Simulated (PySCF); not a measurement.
C₅H₇FNP.
SMILES with atom numbers: `[CH:1]#[C:2]/[P:3]=[C:4](\[F:5])[N:6]([CH3:7])[CH3:8]` (hydrogens: H9 on C1; H10, H11, H12 on C7; H13, H14, H15 on C8)

The same species was optimised twice, with GFN2-xTB and with PBE0-D3(BJ)/def2-SVP (PySCF), and the same property calculations (PySCF, gas phase) were run on both structures.

```json
{"coordinate": "P3=C4 (Å)", "GFN2-xTB": "1.710", "PBE0-D3(BJ)/def2-SVP": "1.738", "change": "+0.028"}
{"coordinate": "C4–F5 (Å)", "GFN2-xTB": "1.349", "PBE0-D3(BJ)/def2-SVP": "1.322", "change": "-0.027"}
{"coordinate": "C1≡C2 (Å)", "GFN2-xTB": "1.204", "PBE0-D3(BJ)/def2-SVP": "1.219", "change": "+0.015"}
{"coordinate": "C4–N6 (Å)", "GFN2-xTB": "1.358", "PBE0-D3(BJ)/def2-SVP": "1.347", "change": "-0.011"}
{"coordinate": "C2–P3 (Å)", "GFN2-xTB": "1.753", "PBE0-D3(BJ)/def2-SVP": "1.759", "change": "+0.006"}
{"coordinate": "N6–C8 (Å)", "GFN2-xTB": "1.443", "PBE0-D3(BJ)/def2-SVP": "1.446", "change": "+0.003"}
{"coordinate": "N6–C7 (Å)", "GFN2-xTB": "1.439", "PBE0-D3(BJ)/def2-SVP": "1.441", "change": "+0.002"}
{"coordinate": "C1–C2–P3 (°)", "GFN2-xTB": "174.0", "PBE0-D3(BJ)/def2-SVP": "172.3", "change": "-1.7"}
{"coordinate": "C4–N6–C7 (°)", "GFN2-xTB": "116.9", "PBE0-D3(BJ)/def2-SVP": "118.1", "change": "+1.2"}
{"coordinate": "C7–N6–C8 (°)", "GFN2-xTB": "117.2", "PBE0-D3(BJ)/def2-SVP": "118.1", "change": "+0.9"}
{"coordinate": "P3–C4–F5 (°)", "GFN2-xTB": "122.1", "PBE0-D3(BJ)/def2-SVP": "122.7", "change": "+0.6"}
{"coordinate": "F5–C4–N6 (°)", "GFN2-xTB": "113.4", "PBE0-D3(BJ)/def2-SVP": "112.8", "change": "-0.6"}
{"coordinate": "C2–P3–C4 (°)", "GFN2-xTB": "97.8", "PBE0-D3(BJ)/def2-SVP": "98.0", "change": "+0.2"}
{"coordinate": "C4–N6–C8 (°)", "GFN2-xTB": "121.9", "PBE0-D3(BJ)/def2-SVP": "122.1", "change": "+0.2"}
{"coordinate": "P3–C4–N6 (°)", "GFN2-xTB": "124.4", "PBE0-D3(BJ)/def2-SVP": "124.5", "change": "+0.1"}
{"coordinate": "P3–C4–N6–C7 (°)", "GFN2-xTB": "6", "PBE0-D3(BJ)/def2-SVP": "0", "change": "-6"}
```

Rotational constants: A = 3699, B = 1105, C = 862.8 MHz (GFN2-xTB) against A = 3704, B = 1086, C = 851.0 MHz (PBE0-D3(BJ)/def2-SVP). Point groups within 0.08 Å: C1 and C1.

On the GFN2-xTB structure: lowest singlet, TDDFT (eV) 4.43 [CAM-B3LYP/def2-SVPD]; lowest triplet, Tamm–Dancoff (eV) 2.57 [CAM-B3LYP/def2-SVPD]; isotropic polarisability (au) 102.6 [CAM-B3LYP/def2-SVPD]; HOMO (eV) -6.87 [CAM-B3LYP/def2-SVPD]; LUMO (eV) 0.13 [CAM-B3LYP/def2-SVPD]; dipole (D) 3.98 [CAM-B3LYP/def2-SVPD]; HOMO (eV) -5.73 [PBE0/pcSseg-1]; LUMO (eV) -0.83 [PBE0/pcSseg-1]; dipole (D) 4.30 [PBE0/pcSseg-1]; GIAO shielding of C1 (ppm) 82.0 [PBE0/pcSseg-1]; GIAO shielding of C2 (ppm) 104.1 [PBE0/pcSseg-1]; GIAO shielding of P3 (ppm) 381.4 [PBE0/pcSseg-1]; GIAO shielding of C4 (ppm) -28.8 [PBE0/pcSseg-1]; GIAO shielding of F5 (ppm) 197.8 [PBE0/pcSseg-1]; GIAO shielding of N6 (ppm) 150.9 [PBE0/pcSseg-1]; GIAO shielding of C7/C8 (mean) (ppm) 149.1 [PBE0/pcSseg-1].

**Question.** What do these properties become on the PBE0-D3(BJ)/def2-SVP structure?

**Answer.** 
```
                                    property                level  on GFN2-xTB  on PBE0-D3(BJ)/def2-SVP  change
                  lowest singlet, TDDFT (eV)  CAM-B3LYP/def2-SVPD         4.43                     4.37   -0.06
           lowest triplet, Tamm–Dancoff (eV)  CAM-B3LYP/def2-SVPD         2.57                     2.54   -0.03
               isotropic polarisability (au)  CAM-B3LYP/def2-SVPD        102.6                    104.7    +2.1
                                   HOMO (eV)  CAM-B3LYP/def2-SVPD        -6.87                    -6.74   +0.13
                                   LUMO (eV)  CAM-B3LYP/def2-SVPD         0.13                     0.21   +0.08
                                  dipole (D)  CAM-B3LYP/def2-SVPD         3.98                     4.26   +0.28
energy, GFN2-xTB geometry as zero (kcal/mol)  CAM-B3LYP/def2-SVPD          0.0                     -1.0    -1.0
                                   HOMO (eV)        PBE0/pcSseg-1        -5.73                    -5.61   +0.12
                                   LUMO (eV)        PBE0/pcSseg-1        -0.83                    -0.77   +0.06
                                  dipole (D)        PBE0/pcSseg-1         4.30                     4.56   +0.26
energy, GFN2-xTB geometry as zero (kcal/mol)        PBE0/pcSseg-1          0.0                     -0.9    -0.9
                  GIAO shielding of C1 (ppm)        PBE0/pcSseg-1         82.0                     79.0    -3.0
                  GIAO shielding of C2 (ppm)        PBE0/pcSseg-1        104.1                    102.7    -1.4
                  GIAO shielding of P3 (ppm)        PBE0/pcSseg-1        381.4                    379.5    -1.9
                  GIAO shielding of C4 (ppm)        PBE0/pcSseg-1        -28.8                    -28.3    +0.5
                  GIAO shielding of F5 (ppm)        PBE0/pcSseg-1        197.8                    200.0    +2.2
                  GIAO shielding of N6 (ppm)        PBE0/pcSseg-1        150.9                    148.1    -2.8
        GIAO shielding of C7/C8 (mean) (ppm)        PBE0/pcSseg-1        149.1                    148.0    -1.1
```

The heavy atoms differ by 0.044 Å rms after alignment. Among bonds between heavy atoms P3=C4 and C4–F5 change most and about equally (-0.027 to +0.028 Å). Changes are differences of the printed values. Neither structure is proved a minimum here.

Shape of the structure used: `[CH:1]#[C:2]/[P:3]=[C:4](\[F:5])[N:6]([CH3:7])[CH3:8]`: P3–C4–N6–C7 0°.
